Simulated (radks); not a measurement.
The numbers below are computed, except where a source is named.
The scandium ion Sc16+, configuration [He] 2s2 2p1.

Level of theory: scalar-relativistic Kohn-Sham, LDA (Slater exchange, Perdew-Wang correlation), spin-polarised, spherical densities, finite nucleus; open shells are filled with parallel spins first; Fermi nuclear charge, rms radius 3.5459 fm (a radial shooting solver on a logarithmic mesh with Libxc functionals).

Energy parts (hartree):
part                       energy
total                  -560.60387
kinetic                 566.12460
electron-nucleus      -1174.24936
Hartree                  65.00592
exchange-correlation    -17.48504

Orbitals (lengths in bohr, moments of r in powers of bohr; <r^-3> diverges for s and p1/2; r(90%) holds 90 % of the orbital's charge):
orbital,occ.,eigenvalue (hartree),<r^-3>,r(90%)
1s up,1,-191.0770,-,0.130
1s down,1,-190.8725,-,0.130
2s up,1,-40.55491,-,0.475
2s down,1,-40.20649,-,0.477
2p up,1,-38.59066,293.7,0.431
2p down,0,-38.16856,291.5,0.434

The highest occupied level is 2p up at -1050.1 eV. The density falls to 0.001 e/bohr^3 at r = 0.93 bohr. The electron density at the nucleus is 7362 e/bohr^3 (large components only). The spin density at the nucleus is -1.128 e/bohr^3 (1s -5.334, 2s 4.206).
